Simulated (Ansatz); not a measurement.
Geometry optimisation of `O[SiH2]N[SiH2][AlH2]`.

```yaml
crystal:
  periodic: [false, false, false]
  atoms:
    - {symbol: O, position_ang: [-2.562833, 0.259096, 1.699017]}
    - {symbol: Si, position_ang: [-1.599008, 1.119549, 0.621364]}
    - {symbol: N, position_ang: [0.014178, 0.475065, 0.419200]}
    - {symbol: Si, position_ang: [0.470603, -1.069148, -0.319947]}
    - {symbol: Al, position_ang: [2.524459, -0.738853, -1.644959]}
    - {symbol: H, position_ang: [-2.201196, 0.186212, 2.600160]}
    - {symbol: H, position_ang: [-1.396484, 2.547909, 1.059335]}
    - {symbol: H, position_ang: [-2.364917, 1.024681, -0.659952]}
    - {symbol: H, position_ang: [0.770974, 1.015625, 0.849775]}
    - {symbol: H, position_ang: [-0.705657, -1.474486, -1.174970]}
    - {symbol: H, position_ang: [0.637476, -2.188121, 0.693322]}
    - {symbol: H, position_ang: [2.939834, -1.674747, -2.881370]}
    - {symbol: H, position_ang: [3.492971, 0.482617, -1.246075]}
basis:
  gaussian: {orbitals: def2-TZVP}
hamiltonian: {xc: pbe0, dispersion: d4}
relax: {f_tol: 0.005, max_steps: 150}
```

```sh
$ ansatz run in.yaml --threads 4 --pin off --events-out ev --progress --plain --max-ram 10444MiB
```

Shortened log:

```
Functional definition: PBE0
mean field -26009.89161468 eV, -955.8458867016 hartree, gradient 5.0e-5 eV, S^2 0.000000; 0 other end points of the search recorded, 0 dependent functions left out
relax step   1: F+E_penalty+E_count = -26010.15149355 eV  Δ(F+E_penalty+E_count) = +0.000e0 eV  max|allowed force component| = 8.819e-1 eV/Å  Δτ_max = 0.0000 Å  (28 SCF iters, accepted)
mean field -26009.94819226 eV, -955.8479658896 hartree, gradient 1.2e-5 eV, S^2 0.000000; 0 other end points of the search recorded, 0 dependent functions left out
relax step   2: F+E_penalty+E_count = -26010.20902138 eV  Δ(F+E_penalty+E_count) = -5.753e-2 eV  max|allowed force component| = 4.662e-1 eV/Å  Δτ_max = 0.0398 Å  (31 SCF iters, accepted)
mean field -26009.96027329 eV, -955.8484098590 hartree, gradient 1.2e-5 eV, S^2 0.000000; 0 other end points of the search recorded, 0 dependent functions left out
relax step   3: F+E_penalty+E_count = -26010.22229569 eV  Δ(F+E_penalty+E_count) = -1.327e-2 eV  max|allowed force component| = 9.862e-2 eV/Å  Δτ_max = 0.0229 Å  (32 SCF iters, accepted)
mean field -26009.96108179 eV, -955.8484395711 hartree, gradient 1.1e-5 eV, S^2 0.000000; 0 other end points of the search recorded, 0 dependent functions left out
relax step   4: F+E_penalty+E_count = -26010.22298856 eV  Δ(F+E_penalty+E_count) = -6.929e-4 eV  max|allowed force component| = 1.810e-1 eV/Å  Δτ_max = 0.0332 Å  (31 SCF iters, accepted)
mean field -26009.96326024 eV, -955.8485196276 hartree, gradient 1.1e-5 eV, S^2 0.000000; 0 other end points of the search recorded, 0 dependent functions left out
relax step   5: F+E_penalty+E_count = -26010.22490577 eV  Δ(F+E_penalty+E_count) = -1.917e-3 eV  max|allowed force component| = 3.162e-2 eV/Å  Δτ_max = 0.0246 Å  (32 SCF iters, accepted)
mean field -26009.96359811 eV, -955.8485320439 hartree, gradient 1.1e-5 eV, S^2 0.000000; 0 other end points of the search recorded, 0 dependent functions left out
relax step   6: F+E_penalty+E_count = -26010.22530387 eV  Δ(F+E_penalty+E_count) = -3.981e-4 eV  max|allowed force component| = 1.106e-2 eV/Å  Δτ_max = 0.0072 Å  (33 SCF iters, accepted)
mean field -26009.96379203 eV, -955.8485391704 hartree, gradient 1.3e-5 eV, S^2 0.000000; 0 other end points of the search recorded, 0 dependent functions left out
relax step   7: F+E_penalty+E_count = -26010.22543643 eV  Δ(F+E_penalty+E_count) = -1.326e-4 eV  max|allowed force component| = 9.908e-3 eV/Å  Δτ_max = 0.0094 Å  (25 SCF iters, accepted)
mean field -26009.96427529 eV, -955.8485569300 hartree, gradient 1.1e-5 eV, S^2 0.000000; 0 other end points of the search recorded, 0 dependent functions left out
relax step   8: F+E_penalty+E_count = -26010.22576633 eV  Δ(F+E_penalty+E_count) = -3.299e-4 eV  max|allowed force component| = 1.267e-2 eV/Å  Δτ_max = 0.0355 Å  (31 SCF iters, accepted)
mean field -26009.96477712 eV, -955.8485753718 hartree, gradient 1.1e-5 eV, S^2 0.000000; 0 other end points of the search recorded, 0 dependent functions left out
relax step   9: F+E_penalty+E_count = -26010.22612010 eV  Δ(F+E_penalty+E_count) = -3.538e-4 eV  max|allowed force component| = 1.396e-2 eV/Å  Δτ_max = 0.0517 Å  (31 SCF iters, accepted)
mean field -26009.96509167 eV, -955.8485869313 hartree, gradient 1.1e-5 eV, S^2 0.000000; 0 other end points of the search recorded, 0 dependent functions left out
relax step  10: F+E_penalty+E_count = -26010.22641584 eV  Δ(F+E_penalty+E_count) = -2.957e-4 eV  max|allowed force component| = 2.090e-2 eV/Å  Δτ_max = 0.0512 Å  (31 SCF iters, accepted)
mean field -26009.96520473 eV, -955.8485910861 hartree, gradient 1.1e-5 eV, S^2 0.000000; 0 other end points of the search recorded, 0 dependent functions left out
relax step  11: F+E_penalty+E_count = -26010.22664463 eV  Δ(F+E_penalty+E_count) = -2.288e-4 eV  max|allowed force component| = 2.634e-2 eV/Å  Δτ_max = 0.0374 Å  (31 SCF iters, accepted)
mean field -26009.96514414 eV, -955.8485888596 hartree, gradient 1.1e-5 eV, S^2 0.000000; 0 other end points of the search recorded, 0 dependent functions left out
relax step  12: F+E_penalty+E_count = -26010.22677258 eV  Δ(F+E_penalty+E_count) = -1.279e-4 eV  max|allowed force component| = 2.224e-2 eV/Å  Δτ_max = 0.0310 Å  (31 SCF iters, accepted)
mean field -26009.96464910 eV, -955.8485706670 hartree, gradient 1.1e-5 eV, S^2 0.000000; 0 other end points of the search recorded, 0 dependent functions left out
relax step  13: F+E_penalty+E_count = -26010.22638778 eV  Δ(F+E_penalty+E_count) = +3.848e-4 eV  max|allowed force component| = 5.174e-2 eV/Å  Δτ_max = 0.0515 Å  (31 SCF iters, rejected (line search))
mean field -26009.96516652 eV, -955.8485896819 hartree, gradient 1.1e-5 eV, S^2 0.000000; 0 other end points of the search recorded, 0 dependent functions left out
relax step  14: F+E_penalty+E_count = -26010.22683480 eV  Δ(F+E_penalty+E_count) = -6.222e-5 eV  max|allowed force component| = 1.769e-2 eV/Å  Δτ_max = 0.0251 Å  (32 SCF iters, accepted)
mean field -26009.96520116 eV, -955.8485909551 hartree, gradient 1.1e-5 eV, S^2 0.000000; 0 other end points of the search recorded, 0 dependent functions left out
relax step  15: F+E_penalty+E_count = -26010.22687509 eV  Δ(F+E_penalty+E_count) = -4.030e-5 eV  max|allowed force component| = 1.718e-2 eV/Å  Δτ_max = 0.0101 Å  (33 SCF iters, accepted)
mean field -26009.96525064 eV, -955.8485927734 hartree, gradient 1.2e-5 eV, S^2 0.000000; 0 other end points of the search recorded, 0 dependent functions left out
relax step  16: F+E_penalty+E_count = -26010.22691659 eV  Δ(F+E_penalty+E_count) = -4.149e-5 eV  max|allowed force component| = 7.089e-3 eV/Å  Δτ_max = 0.0051 Å  (24 SCF iters, accepted)
mean field -26009.96526344 eV, -955.8485932437 hartree, gradient 2.1e-5 eV, S^2 0.000000; 0 other end points of the search recorded, 0 dependent functions left out
relax step  17: F+E_penalty+E_count = -26010.22692266 eV  Δ(F+E_penalty+E_count) = -6.074e-6 eV  max|allowed force component| = 5.611e-3 eV/Å  Δτ_max = 0.0015 Å  (22 SCF iters, accepted)
mean field -26009.96529394 eV, -955.8485943647 hartree, gradient 1.9e-5 eV, S^2 0.000000; 0 other end points of the search recorded, 0 dependent functions left out
relax step  18: F+E_penalty+E_count = -26010.22693163 eV  Δ(F+E_penalty+E_count) = -8.966e-6 eV  max|allowed force component| = 3.029e-3 eV/Å  Δτ_max = 0.0049 Å  (24 SCF iters, accepted)
mean field -26009.96529394 eV, -955.8485943647 hartree, gradient 2.4e-5 eV, S^2 0.000000; 1 other end points of the search recorded, 0 dependent functions left out
Total energy: -26010.22697566 eV, -955.8582109904 hartree
Atom 0 at    -2.498467     0.205984     1.696896 Å, force    -0.001908    -0.001634     0.000622 eV/Å
Atom 1 at    -1.601969     1.113038     0.657354 Å, force     0.001298     0.003029    -0.001400 eV/Å
Atom 2 at    -0.011354     0.514370     0.397778 Å, force    -0.000491    -0.002582    -0.000172 eV/Å
Atom 3 at     0.445075    -0.986487    -0.360431 Å, force     0.000169     0.001779    -0.000336 eV/Å
Atom 4 at     2.550095    -0.765248    -1.616767 Å, force    -0.000470    -0.000763     0.002737 eV/Å
Atom 5 at    -2.144571     0.058665     2.575127 Å, force     0.000678    -0.000637     0.001253 eV/Å
Atom 6 at    -1.429177     2.503796     1.158945 Å, force     0.000139     0.000545    -0.000049 eV/Å
Atom 7 at    -2.395103     1.070181    -0.590796 Å, force    -0.000472     0.000212    -0.000250 eV/Å
Atom 8 at     0.737196     1.091672     0.750424 Å, force    -0.000060     0.000599    -0.000182 eV/Å
Atom 9 at    -0.692001    -1.365390    -1.249359 Å, force    -0.000015    -0.000254    -0.000270 eV/Å
Atom 10 at     0.559005    -2.106575     0.628984 Å, force     0.000422    -0.000390     0.000167 eV/Å
Atom 11 at     3.018803    -1.871907    -2.656822 Å, force     0.000347    -0.001186    -0.001854 eV/Å
Atom 12 at     3.482868     0.503300    -1.376431 Å, force     0.000364     0.001283    -0.000267 eV/Å
Dipole moment:     0.358683     0.100166     0.241763 e Å
```

Run time 85 s (4 threads of an Arm Neoverse V1 on a shared host); peak host memory 0.67 GiB.
